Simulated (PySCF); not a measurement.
Species: C3H7OSi (doublet state).
Numbering: `[CH3:1][Si:2]([CH3:3])[CH:4]=[O:5]` (hydrogens: H6, H7, H8 on C1; H9, H10, H11 on C3; H12 on C4)

Structure used (GFN2-xTB), in Å, numbered top down from 1:
```
atom  x, y, z in Å
C1     1.658   -0.655    0.151
Si2   -0.017    0.194   -0.085
C3    -1.541   -0.814    0.424
C4    -0.167    1.907   -0.755
O5     0.805    2.592   -1.087
H6     2.455    0.021   -0.147
H7     1.741   -1.558   -0.451
H8     1.823   -0.935    1.190
H9    -1.514   -1.060    1.483
H10   -1.594   -1.749   -0.127
H11   -2.460   -0.265    0.237
H12   -1.187    2.322   -0.860
```

The hyperfine couplings belong to this conformer and change with its torsions.

Theory: UKS B3LYP, pcH-1 on C H O Si, non-relativistic, mean-field spin-orbit, GIAO in PySCF 2.14.0. Isolated species at its GFN2-xTB geometry, gas phase. Couplings are sensitive to structure, and on GFN2-xTB geometries they can be far from those on DFT ones, by a factor of two or more for some ions and for spin on atoms past the first row. Stability of the SCF solution: not tested.

Task: The isotropic 13C couplings, averaged over equivalent nuclei, are -29.7, -10.2 MHz. Assign them to C1/C3; C4.

Result: 
```json
{"site": "C1/C3", "a_iso (MHz)": "-10.2", "ρ(0) (bohr⁻³)": "-0.0091", "position": "1 bond from Si2", "distance from Si2 (Å)": "1.89", "spin population": "-0.04", "largest |T| (MHz)": "2.1"}
{"site": "C4", "a_iso (MHz)": "-29.7", "ρ(0) (bohr⁻³)": "-0.0264", "position": "1 bond from Si2", "distance from Si2 (Å)": "1.85", "spin population": "-0.02", "largest |T| (MHz)": "3.6"}
```

Task: Match the computed a_iso(1H) values +25.9, -11.6 MHz (means over equivalent nuclei) with the sites H6 (×6); H12.

Result: 
| site | a_iso (MHz) | ρ(0) (bohr⁻³) | position | distance from Si2 (Å) | bound to | spin population there | largest \|T\| (MHz) |
| --- | --- | --- | --- | --- | --- | --- | --- |
| H6 (×6) | +25.9 | +0.0058 | 2 bonds from Si2 | 2.50 | C1/C3 | -0.04 | 4.1 |
| H12 | -11.6 | -0.0026 | 2 bonds from Si2 | 2.55 | C4 | -0.02 | 4.4 |

ρ(0) is the spin density at the nucleus and T the dipolar tensor; a_iso includes a spin–orbit part; entries for several nuclei are means. Largest spin populations (Mulliken): Si2 (+0.81) and O5 (+0.26). The angles at Si2 add up to 360.0°, so it is planar.

Class means assume fast exchange of nuclei equivalent by connectivity; if that motion is slow, each nucleus keeps its own coupling. The six 1H nuclei of mean +25.9 MHz run from 1.0 to 41.4 MHz in the frozen geometry.
